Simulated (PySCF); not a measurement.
A structure optimised at TPSSh-D3(BJ)/def2-SVP, used in a PySCF frequency run:

```xyz
9

C      0.0448    -2.4163     0.0000
C     -0.7407    -1.3268     0.0000
Si    -0.0298     0.3635     0.0000
F     -0.4750     1.2224    -1.2863
F     -0.4750     1.2224     1.2863
F      1.5785     0.2874     0.0000
H      1.1367    -2.3384     0.0000
H     -0.3708    -3.4294     0.0000
H     -1.8303    -1.4528     0.0000
```
Charge 0, spin multiplicity 1.

Task: Write its SMILES, formula and point group.

Result: C=C[Si](F)(F)F, C2H3F3Si, Cs

Task: What are its rotational constants (standard atomic weights)?

Result: 3.8825, 2.1518, 2.1120 GHz
